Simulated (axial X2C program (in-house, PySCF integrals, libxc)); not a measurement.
# Nuclear properties of FRuF

Calculated with an axial X2C code built on PySCF integrals: two-component X2C with atomic mean-field Coulomb and Gaunt terms, Gaussian nuclei, basis F dyall-av3z, Ru dyall-v3z with contracted cores.

F–Ru–F held linear, with bonds 1.873 and 1.873 Å (near the PBE0 minimum at charge 0 of the determinant lowest at the starting distance; the state shown can have its own minimum elsewhere, held linear; other orders of the atoms were not compared).

Determinant lowest in the PBE0 search, Ω = 4 (⟨Sz⟩ = 1.99, ⟨Lz⟩ = 2.01 at PBE0), spin on the atoms F 0.07, Ru 1.85, F 0.07:

```csv
level,A∥/gI F (MHz),qzz F (a.u.),A∥/gI Ru (MHz),qzz Ru (a.u.)
PBE0,-2.43,0.70,651,-1.81
HF,1.41,0.67,460,-2.78
PBE,-4.57,0.65,708,-1.51
```

Determinant 0.90 eV from it at PBE0 and this distance, Ω = 1 (⟨Sz⟩ = 0.99, ⟨Lz⟩ = 0.01 at PBE0), spin on the atoms F 0.05, Ru 0.89, F 0.05:

| level | A∥/gI F (MHz) | qzz F (a.u.) | A∥/gI Ru (MHz) | qzz Ru (a.u.) |
| --- | --- | --- | --- | --- |
| PBE0 | -16.9 | 0.90 | -234 | 3.21 |
| HF | 2.55 | 0.79 | -492 | 3.45 |
| PBE | -26 | 0.86 | -171 | 3.00 |

A∥ (defined per Ω) follows by multiplying with gI = μI/(I μN); qzz is the electric field gradient, eQq0 = 234.96 MHz × Q/barn × qzz. The operators were transformed with the bare-nucleus X2C matrices; with these basis sets, hyperfine constants and field gradients can be off by tens of per cent, and where levels differ in sign neither size nor sign is settled.

Task: With gI(101Ru) = -0.2880, Q(101Ru) = 0.457 barn (g factors from the IAEA table of nuclear moments by Stone; Q from Pyykkö, Mol. Phys. 2018), turn the PBE0 values of the first state into constants in MHz.

Result: A∥(101Ru) = 651 × -0.2880 = -187 MHz; eQq0(101Ru) = 234.96 × (0.457) × (-1.81) = -194 MHz.

The molecule was held linear; bending was not examined, so a bent shape may lie lower.

Each state is one determinant with collinear spin, which with several unpaired electrons need not be a pure state. Unrestricted Hartree–Fock can overshoot spin polarisation at the nuclei. With several open shells hyperfine constants can be off by a factor of several. Open-shell Ω = 0 determinants with evenly filled partner blocks cannot be reached by this program, so the Ω shown need not be the lowest component. The search compared states at one distance, so a state with another bond length can lie lower. Where a field gradient or hyperfine factor spreads by more than a factor of two over the levels, a constant derived from it is not to be relied on. PBE0 term energies can be off by some tenths of an eV.
